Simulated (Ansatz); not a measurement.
Basis-set extrapolation for AlFH₄OSi₂, SMILES `O[Si]1(F)[AlH][SiH2]1` (PBE0-D4/def2-TZVP geometry, frozen core, Ansatz 0.2.0). Multiplicity 1, RHF reference.

```
                      def2-TZVPP   def2-QZVPP
                 HF  -996.566990  -996.599912
    MP2 correlation    -0.805209    -0.873889
CCSD(T) correlation    -0.876020      not run
```

Energies in hartree. Use E(X) = E(∞) + A·exp(−7.88·√X) for Hartree–Fock and E(X) = E(∞) + B·X^(−2.97) for correlation, with X = 3 and 4, and add CCSD(T) minus MP2 of the smaller set to the MP2 limit.

Question: What is the CCSD(T) energy at the basis-set limit?

Answer: HF limit: -996.599912 + (-0.032922) × 0.13774 = -996.60445. MP2 limit: -0.873889 + (-0.068680) × 0.74074 = -0.92476. Higher-order term: -0.876020 − (-0.805209) = -0.07081. Total: -997.60002 hartree, 412.2 kJ/mol below CCSD(T)/def2-TZVPP.
